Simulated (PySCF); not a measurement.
## Relaxation of triplet H₂OsS

Method: UPBE0/[Os def2-TZVP with ECP60, S def2-TZVP, H def2-TZVP], scalar-relativistic core potentials, density fitting, no spin–orbit coupling, PySCF. A (50,194) grid was used.

A hand-made trigonal pyramidal start, of Cs symmetry, held to at least that symmetry:

```xyz
4
charge 0 multiplicity 3, angstrom
Os    0.1280    0.2217   -0.1462
S    -0.7991   -1.3841    0.8397
H     1.5495    0.2217    0.6096
H    -0.5828    1.4528    0.6095
```

At each step, columns x, y, z (Å) and Fx, Fy, Fz (eV/Å):

```
step 0  E − E(last) = 6.05 kJ/mol
Os   0.128   0.222  -0.146  -0.476  -0.828   0.830
S   -0.799  -1.384   0.840   0.612   1.060  -0.639
H    1.550   0.222   0.610  -0.439   0.099  -0.096
H   -0.583   1.453   0.610   0.303  -0.331  -0.096
step 1  E − E(last) = 1.18 kJ/mol
Os   0.117   0.202  -0.150   0.128   0.216  -0.072
S   -0.782  -1.355   0.831  -0.075  -0.128   0.089
H    1.517   0.234   0.616  -0.206   0.060  -0.008
H   -0.556   1.431   0.616   0.153  -0.148  -0.008
step 2  E − E(last) = 0.39 kJ/mol
Os   0.114   0.198  -0.163   0.063   0.103  -0.066
S   -0.782  -1.354   0.833  -0.048  -0.080   0.042
H    1.496   0.248   0.621  -0.096   0.039   0.012
H   -0.533   1.420   0.621   0.081  -0.063   0.012
step 3  E − E(last) = 0.01 kJ/mol
Os   0.111   0.192  -0.180  -0.006  -0.016   0.008
S   -0.782  -1.355   0.836  -0.002   0.000  -0.031
H    1.470   0.268   0.628   0.002   0.009   0.011
H   -0.503   1.407   0.628   0.006   0.007   0.012
step 4  E − E(last) = 0.00 kJ/mol
Os   0.110   0.190  -0.180   0.001  -0.003   0.004
S   -0.783  -1.356   0.836  -0.005  -0.007  -0.025
H    1.469   0.270   0.629   0.003   0.004   0.010
H   -0.500   1.407   0.629   0.001   0.005   0.011
```

It ends at Cs with Os–H 1.584 Å (×2), Os–S 2.054 Å; H–Os–H 91.5°, H–Os–S 99.0° (×2) (after a last refinement on a finer grid). A frequency run shows a minimum. Other isomers or separated fragments may lie lower.

Other spin states or occupations of the open shell can lie lower. No spin–orbit coupling is included, which matters more the heavier the element.

The relaxation took 11 s on 2 threads of a shared Arm Neoverse V1 host, with 89 basis functions and 5 gradients; the process peaked at 0.58 GiB.
